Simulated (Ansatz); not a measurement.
Geometry optimisation, UKS PBE-D4/def2-SVP in Ansatz.

Input file:

```yaml
crystal:
  periodic: [false, false, false]
  atoms:
    - { symbol: O, position_ang: [-1.08585, 0.3363, 1.56315] }
    - { symbol: C, position_ang: [-0.30407, -0.09584, 0.80607] }
    - { symbol: Te, position_ang: [0.12636, 0.47339, -1.1776] }
    - { symbol: H, position_ang: [1.26355, -0.71386, -1.19163] }
magnetization:
  spin_polarized: true
  initial_magnetization: 1
basis:
  gaussian: { orbitals: def2-SVP }
hamiltonian:
  xc: pbe
  dispersion: d4
relax:
  f_tol: 0.02
  max_steps: 40
output:
  orbitals: {}
```

Command:

```bash
$ ansatz run input.yaml --threads 1 --pin off --max-ram 2048MiB --backend cpu --events-out ev --progress --plain --runs-dir out
```

Q: Where does it end, and by what steps?

A: The forces met the threshold. After 6 steps the energy has fallen by 0.143 eV; Te3 moved furthest, 0.13 Å.

```csv
step,energy less start (eV),largest force component (eV/Å),accepted
0,0.0000,1.359,yes
1,-0.1064,0.865,yes
2,-0.1302,0.701,yes
3,-0.1235,1.358,no
4,-0.1417,0.059,yes
5,-0.1428,0.021,yes
6,-0.1428,0.001,yes
```

```xyz
4
Properties=species:S:1:pos:R:3
O -1.127 0.342 1.637
C -0.341 -0.107 0.905
Te 0.163 0.497 -1.299
H 1.305 -0.732 -1.242
```

Whether the end is a true minimum wasn't checked by a vibrational analysis.

The run took 13 s on 1 thread of Arm Neoverse V2 (shared host), peak memory 0.13 GiB.
